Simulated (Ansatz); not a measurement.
One change: `COB(S)O[SiH3]` becomes `[SiH3]OB(S)Cl`.

Ansatz, PBE0-D4/def2-TZVP geometries, multiplicity 1. Each molecule was computed in one conformer, which needn't be the lowest.

| property | `COB(S)O[SiH3]` |
| --- | --- |
| size of the dipole moment (B3LYP/def2-TZVPP) / D | 1.61 |
| HOMO–LUMO gap (PBE0/def2-TZVPP) / eV | 7.40 |
| HOMO–LUMO gap (ωB97M-V/def2-TZVPP) / eV | 11.26 |
| HOMO–LUMO gap (B3LYP/def2-TZVPP) / eV | 6.92 |
| LUMO energy (B3LYP/def2-TZVPP) / eV | -0.25 |
| LUMO energy (PBE/def2-TZVPP) / eV | -0.90 |

**Question.** What does the change do to each property? (Estimate.)

**Answer.** Computed: 
```csv
property,`[SiH3]OB(S)Cl`,shift
size of the dipole moment (B3LYP/def2-TZVPP) / D,1.17,-0.44
HOMO–LUMO gap (PBE0/def2-TZVPP) / eV,7.70,0.30
HOMO–LUMO gap (ωB97M-V/def2-TZVPP) / eV,11.61,0.35
HOMO–LUMO gap (B3LYP/def2-TZVPP) / eV,7.22,0.30
LUMO energy (B3LYP/def2-TZVPP) / eV,-0.52,-0.27
LUMO energy (PBE/def2-TZVPP) / eV,-1.22,-0.32
```

With PBE0 the HOMO falls by 0.57 eV and the LUMO falls by 0.27 eV, so the gap widens by about 0.30 eV. PBE moves the HOMO by -0.59 eV and ωB97M-V by -0.55 eV. Dipoles are sizes alone; their direction can turn.

B3LYP here is the variant with VWN-RPA as its local correlation; programs differ in this.
